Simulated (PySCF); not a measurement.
[Pb(SH)3(H2O)]+ at several levels of theory

Computed with PySCF 2.14.0 (density fitting, no spin-orbit coupling) at the geometry relaxed with PBE0:

```xyz
10
[Pb(SH)3(H2O)]+ (singlet)
Pb    0.0609   -0.2394    0.2699
S     1.0267    1.6468    1.5267
H     2.2938    1.2010    1.3419
S    -2.0045   -1.4248    0.9105
H    -2.2184   -0.6329    1.9918
S     1.5308   -1.4065   -1.3251
H     0.7802   -2.5345   -1.2765
O    -1.1979    1.2974   -1.0945
H    -0.8787    2.1226   -1.4873
H    -2.0670    1.1016   -1.4745
```

| level | basis | state | HOMO (eV) | gap (eV) | charge on Pb1 (e) | dipole about the centre of mass (D) | largest force component (eV/Å) |
| --- | --- | --- | --- | --- | --- | --- | --- |
| PBE0 | Pb def2-SVP with ECP60, S def2-SVP, H def2-SVP, O def2-SVP | singlet | -12.04 | 4.01 | 0.72 | 3.23 | 0.05 |
| PBE0 | Pb def2-TZVP with ECP60, S def2-TZVP, H def2-TZVP, O def2-TZVP | singlet | -12.08 | 4.03 | 0.87 | 3.17 | 0.33 |

Charges are Mulliken's, which hang on the basis. The relaxation used the grid (50, 194), these runs (75, 302) or, all-electron (x2c bases, spin-free X2C Hamiltonian), (99, 590).

A further run in the first row's basis gives HOMO (eV) -10.92, gap (eV) 2.20, charge on Pb1 (e) 0.70, dipole about the centre of mass (D) 3.28, largest force component (eV/Å) 0.41. Which level was it?
A. TPSS
B. BLYP

A. The others give HOMO -10.50 eV (BLYP).

In the first row's basis the gap widens with exact exchange: 2.0 to 2.2 eV for BLYP, TPSS (none); 4.0 eV for PBE0 (a fixed share).

No frequency check is given that shows the relaxed geometry to be a minimum.
